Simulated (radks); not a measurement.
Fe III, configuration [Ar] 3d6 (the NIST ground configuration). Method: non-relativistic Kohn-Sham, r2SCAN, spin-polarised, spherical densities, point nucleus; open shells are filled with parallel spins first; meta-GGA in the generalised Kohn-Sham scheme; computed with a radial shooting solver on a logarithmic mesh with Libxc functionals. Some entries of the table are withheld. Estimate them.

orbital  occ.  eigenvalue (hartree)  <r> (bohr)  <1/r> (bohr^-1)
1s down     1             -256.3233     0.05916            25.51
1s up       1             -256.3223     0.05916            25.51
2s up       1             -30.64029      0.2697            5.476
2s down     1             -30.54645      0.2692            5.488
2p up       3             -26.46754      0.2369              (1)
2p down     3             -26.39731      0.2363              (2)
3s up       1                   (3)      0.8186            1.722
3s down     1                   (4)      0.8229            1.709
3p up       3              -3.00827      0.8596            1.595
3p down     3              -2.80268      0.8668            1.580
3d up       5              -1.01886       1.049              (5)
3d down     1              -0.82517       1.115              (6)

Answer. 
(1) 2p up <1/r> (bohr^-1): 5.413
(2) 2p down <1/r> (bohr^-1): 5.424
(3) 3s up eigenvalue (hartree): -4.24462
(4) 3s down eigenvalue (hartree): -4.03848
(5) 3d up <1/r> (bohr^-1): 1.258
(6) 3d down <1/r> (bohr^-1): 1.210
